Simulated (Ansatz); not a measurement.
Start from `FC#[C][AlH2]` and change one atom or group to get `O=CC#CF`.

Ansatz, PBE0-D4/def2-TZVP geometries, multiplicity 1. 

| property | `FC#[C][AlH2]` |
| --- | --- |
| HOMO energy (PBE/def2-TZVPP) / eV | -6.69 |
| HOMO–LUMO gap (PBE/def2-TZVPP) / eV | 4.16 |
| size of the dipole moment (ωB97M-V/def2-TZVPP) / D | 0.15 |
| size of the dipole moment (PBE/def2-TZVPP) / D | 0.41 |
| LUMO energy (B3LYP/def2-TZVPP) / eV | -1.99 |
| LUMO energy (PBE/def2-TZVPP) / eV | -2.52 |

Q: Give the same properties after the change, and the shifts. (Estimate.)

A: The calculation gave: 
```
                                          property  `O=CC#CF`  shift
                 HOMO energy (PBE/def2-TZVPP) / eV      -6.40   0.29
               HOMO–LUMO gap (PBE/def2-TZVPP) / eV       3.45  -0.71
size of the dipole moment (ωB97M-V/def2-TZVPP) / D       2.61   2.46
    size of the dipole moment (PBE/def2-TZVPP) / D       2.67   2.26
               LUMO energy (B3LYP/def2-TZVPP) / eV      -2.20  -0.21
                 LUMO energy (PBE/def2-TZVPP) / eV      -2.95  -0.43
```

With PBE0 the HOMO falls by 0.24 eV and the LUMO falls by 0.18 eV, so the gap widens by about 0.06 eV. PBE moves the HOMO by 0.29 eV and ωB97M-V by -0.50 eV. Dipoles are sizes alone; their direction can turn.

B3LYP here is the variant with VWN-RPA as its local correlation; programs differ in this.
